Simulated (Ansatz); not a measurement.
Consider the redistribution: `ClC[SiH2][TeH]` + `OC[SeH]` → `ClC[SiH2][SeH]` + `OC[TeH]`.

Gas-phase electronic energies from Ansatz, PBE0-D4/def2-TZVP geometries. CBS: MP2 limit from def2 TZ/QZ plus the TZ coupled-cluster correction, frozen cores. DFT in def2-TZVPP. def2 core potentials past Kr. For Se, Te outer-core shells are correlated without core-valence functions, which leaves a few kJ/mol of doubt a bond. Scalar relativity is left out up to krypton. Each species was taken in one conformer, which may not be the lowest.

```
             level  ΔE (kcal/mol)
            PBE-D4           -1.0
              PBE0           -0.8
SCS-MP2/def2-QZVPP           -1.5
     MP2/CBS(def2)           -1.6
```

Problem. What does CCSD(T)/CBS give? (Estimate.)

Solution. The calculation gave: -1.8 kcal/mol. The listed levels differ from it by 0.8, 1.0, 0.3, 0.2 kcal/mol.

Largest T1 diagnostic among the species: 0.011.
